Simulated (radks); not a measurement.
The numbers below are computed, except where a source is named.
The table gives one normalised radial function P(r) = r R(r) of Ba2+ in [Kr] 4d10 5s2 5p5 4f1 (r in bohr). Level of theory: scalar-relativistic Kohn-Sham, PBEsol, spin-polarised, spherical densities, point nucleus; open shells are filled with parallel spins first (spin-orbit coupling, left out, can overturn this in heavy ions) (a radial shooting solver on a logarithmic mesh with Libxc functionals).

| r | P |
|---|---|
| 0.002798 | 0.0699 |
| 0.004276 | 0.0937 |
| 0.006587 | 0.1193 |
| 0.01006 | 0.1371 |
| 0.01538 | 0.1308 |
| 0.02369 | 0.0745 |
| 0.0362 | -0.0441 |
| 0.05531 | -0.1844 |
| 0.08452 | -0.2071 |
| 0.1302 | 0.0313 |
| 0.1989 | 0.3174 |
| 0.304 | 0.1137 |
| 0.4683 | -0.4397 |
| 0.7155 | -0.2195 |
| 1.093 | 0.6583 |
| 1.671 | 0.8824 |
| 2.574 | 0.3922 |
| 3.933 | 0.0617 |
| 6.009 | 0.0024 |

Which n and l does it have? It may be an empty orbital.

Answer. n = 5, l = 0: the number of nodes gives n - l - 1 = 4, the rise at small r (about r^(l+1), flatter next to the nucleus through relativity) gives l, and the extent must fit the shell. The curve is that of 5s down; the table hardly tells the two spins apart. 5s down: eigenvalue -44.741 eV, 4 radial nodes at r = 0.0316, 0.125, 0.331, 0.799 bohr, <r> = 1.65 bohr, 90 % of the charge inside 2.37 bohr.
